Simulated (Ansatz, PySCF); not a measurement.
Si(F)3(Et) (C₂H₅F₃Si), SMILES CC[Si](F)(F)F. Atoms are numbered in the order given.

```xyz
11

C     -2.3714     0.1900     0.4215
C     -1.2536    -0.8315     0.1554
Si     0.4010    -0.0510    -0.0724
F      0.4107     0.9678    -1.3193
F      1.5589    -1.1355    -0.3387
F      0.8384     0.8008     1.2221
H     -2.1682     0.7744     1.3324
H     -2.4690     0.9005    -0.4141
H     -3.3434    -0.3092     0.5527
H     -1.1732    -1.5544     0.9859
H     -1.4712    -1.4289    -0.7472
```
Charge 0, spin multiplicity 1.

Coordinates come from a B3LYP-D3(BJ)/def2-SVP optimisation. One conformer was computed; it need not be the lowest.

Two levels are set side by side: PBE-D3(BJ)/def2-SVP (Ansatz, a first-principles code) and B3LYP-D3(BJ)/def2-SVP (Ansatz). Each level has its own optimised geometry; the coordinates shown are those of the second. Frequencies come from the Hessian of PySCF at each geometry. Differences are taken from unrounded values.

| quantity | B3LYP-D3(BJ) | PBE-D3(BJ) | PBE-D3(BJ) minus B3LYP-D3(BJ) |
|---|---|---|---|
| mean bond length (Å) | 1.372 | 1.380 | 0.008 |
| bond C1–C2 (Å) | 1.537 | 1.538 | 0.000 |
| bond C2–Si3 (Å) | 1.844 | 1.852 | 0.008 |
| bond Si3–F4 (Å) | 1.610 | 1.623 | 0.012 |
| bond Si3–F5 (Å) | 1.609 | 1.621 | 0.012 |
| bond Si3–F6 (Å) | 1.610 | 1.623 | 0.012 |
| bond C1–H7 (Å) | 1.101 | 1.109 | 0.007 |
| bond C1–H8 (Å) | 1.101 | 1.109 | 0.007 |
| bond C1–H9 (Å) | 1.101 | 1.108 | 0.008 |
| bond C2–H10 (Å) | 1.104 | 1.112 | 0.008 |
| bond C2–H11 (Å) | 1.104 | 1.112 | 0.008 |
| highest harmonic wavenumber (cm⁻¹) | 3121 | 3070 | -51 |
| mean harmonic wavenumber (cm⁻¹) | 1216 | 1185 | -31 |
| zero-point energy (kcal/mol) | 46.92 | 45.73 | -1.19 |

Exact exchange shortens and stiffens bonds; PBE has none. Differences between two approximate levels are no errors against the true value.
